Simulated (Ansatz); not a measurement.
Consider the isomerisation: `BC[SiH](C)F` → `BC[SiH2]CF`.

Isolated molecules relaxed with PBE0-D4/def2-TZVP in Ansatz; ΔE leaves out vibrations. CCSD(T)/CBS is the MP2 limit (def2-TZVPP, def2-QZVPP) plus CCSD(T) − MP2 in def2-TZVPP, frozen cores. DFT in def2-TZVPP. Each species was taken in one conformer, which may not be the lowest.

`BC[SiH](C)F`:

Z-matrix (Å, degrees):
```
C
Si 1 1.878
B 1 1.533 2 110.5
H 1 1.096 2 103.5 3 -122.5
H 1 1.095 2 103.4 3 122.4
F 2 1.606 1 106.7 3 178.8
C 2 1.852 1 112.7 3 59.7
H 2 1.485 1 110.5 3 -65.7
H 3 1.198 1 120.9 2 87.3
H 3 1.199 1 120.7 2 -89.2
H 7 1.094 2 110.1 1 -65.5
H 7 1.092 2 111.1 1 174.7
H 7 1.093 2 111.2 1 54.0
```

`BC[SiH2]CF`:

Cartesian coordinates in Å:
```
B 1.041 2.039 0.279
C 0.079 1.075 -0.423
Si 0.119 -0.554 0.533
C -1.000 -1.805 -0.349
F -0.598 -1.961 -1.672
H 2.209 2.035 0.014
H 0.653 2.761 1.154
H 0.381 0.777 -1.433
H -0.972 1.380 -0.411
H 1.499 -1.098 0.600
H -0.408 -0.392 1.916
H -2.044 -1.472 -0.348
H -0.960 -2.785 0.139
```

```
             level  ΔE (eV)
           PBE0-D4     2.60
           ωB97X-V     2.61
               PBE     2.50
     HF/def2-TZVPP     2.69
    MP2/def2-TZVPP     2.80
    MP2/def2-QZVPP     2.83
SCS-MP2/def2-QZVPP     2.76
      HF/CBS(def2)     2.71
```

Problem. What does CCSD(T)/CBS give? (Best estimate.)

Solution. Ansatz gave: +2.72 eV. The listed levels differ from it by -0.12, -0.11, -0.22, -0.03, 0.08, 0.11, 0.04, -0.01 eV.

Largest T1 diagnostic among the species: 0.011.

From PBE to PBE0 (25 % exact exchange), in def2-TZVPP and without D4, ΔE moves by +0.09 eV.
